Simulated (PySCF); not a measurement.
# Induced dipoles and field energies

Species: C8H8.
Geometry (GFN2-xTB, Å), atoms numbered from 1 in this order:
```xyz
16
C8H8 angstrom
C     -0.602    2.321   -2.128
C     -0.694    1.333   -1.452
C     -0.762    0.161   -0.657
C     -1.912   -0.273   -0.147
C      0.541   -0.546   -0.472
C      0.828   -1.401    0.723
C      0.703   -0.327    1.760
C      1.553   -0.115    0.551
H     -0.538    3.187   -2.716
H     -2.838    0.252   -0.309
H     -1.950   -1.172    0.444
H      0.961   -0.879   -1.421
H      1.136   -2.422    0.803
H      1.214   -0.486    2.703
H     -0.228    0.217    1.860
H      2.581    0.159    0.447
```

Level: CAM-B3LYP/def2-SVPD (PySCF); nuclei fixed, core orbitals frozen in the response. Permanent dipole (0.709, -0.645, 0.414) D (1 au = 2.5417 D). Static polarisability (au):

```
x    85.04   2.92  -0.49
y     2.92  89.90 -20.03
z    -0.49 -20.03  86.01
```

Only the terms in μ and α are kept: μ(F) = μ + αF and ΔE = −μ·F − ½ F·αF.

Question: What do fields of 0.051 V/Å (0.001 au) along the six axis directions do?

Answer: 
```tsv
field along	induced x (D)	induced y (D)	induced z (D)	total size (D)	−μ·F (kJ/mol)	−½F·αF (kJ/mol)
+x	0.216	0.007	-0.001	1.197	-0.732	-0.112
−x	-0.216	-0.007	0.001	0.917	+0.732	-0.112
+y	0.007	0.229	-0.051	0.905	+0.666	-0.118
−y	-0.007	-0.229	0.051	1.213	-0.666	-0.118
+z	-0.001	-0.051	0.219	1.177	-0.428	-0.113
−z	0.001	0.051	-0.219	0.946	+0.428	-0.113
```

Question: For the field (-0.0001, -0.0007, -0.0003) au, what is the induced dipole, and what angle does it make with the field?

Answer: αF = (-0.026, -0.145, -0.030) D, at 11.8° to the field. The polarisability along this direction, F·αF/F², is 75.61 au, against a mean of 86.98 au.

Question: At what field along the permanent dipole would the induced dipole along it equal the permanent one, in this linear picture?

Answer: The polarisability along the dipole is 94.15 au, so F = 0.4108 au / 94.15 au = 0.0044 au = 0.22 V/Å; higher-order terms are ignored.

Question: What field makes μF equal to kT at 200 K?

Answer: kT = 0.6334 × 10⁻³ Eh, so F = 0.00154 au = 7.93 MV/cm.

Question: A unit point charge sits 14 Å away. Estimate the induction energy −αe²/2R⁴ with the mean polarisability, treating the molecule as a point.

Answer: R = 26.46 bohr, so the energy is −87.0/(2 × 26.46⁴) Eh = -0.233 kJ/mol. The charge–dipole term at its most favourable orientation, −μe/R², is -1.54 kJ/mol.

The structure is a single GFN2-xTB conformer in the gas phase; no vibrational or solvent corrections.
